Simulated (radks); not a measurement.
H, configuration 2s1 (not the ground configuration).

All-electron calculation, non-relativistic Kohn-Sham, Wu-Cohen GGA, spin-polarised, spherical densities, point nucleus; open shells are filled with parallel spins first. Program: a radial shooting solver on a logarithmic mesh with Libxc functionals.

Energy parts (eV):
total: -3.653
kinetic: 3.572
electron-nucleus: -6.970
Hartree: 2.167
exchange-correlation: -2.422

Orbitals (lengths in bohr, moments of r in powers of bohr; r(90%) holds 90 % of the orbital's charge):
| orbital | occ. | eigenvalue (eV) | <r^4> | <1/r> | r(90%) | <r> |
|---|---|---|---|---|---|---|
| 2s up | 1 | -2.1852 | 2208 | 0.2561 | 8.47 | 5.662 |

The highest occupied level is 2s up at -2.185 eV. Spin moment in Bohr magnetons: 1. The electron density at the nucleus is 0.0428 e/bohr^3. The spin density at the nucleus is 0.04280 e/bohr^3 (2s 0.04280), a Fermi contact field of 2.24 T. The density falls to 0.001 e/bohr^3 at r = 1.28 bohr. Virial ratio -V/T = 2.02272. Summed over all electrons, <r^2> = 37.04 bohr^2, which gives a Langevin (diamagnetic) susceptibility term of -29.3 x 10^-6 cm^3/mol.

Run on one thread of a shared host, so times are rough (Arm Neoverse N1): 0.09 s of CPU time, 0.09 s wall, 19 iterations on 2496 mesh points.
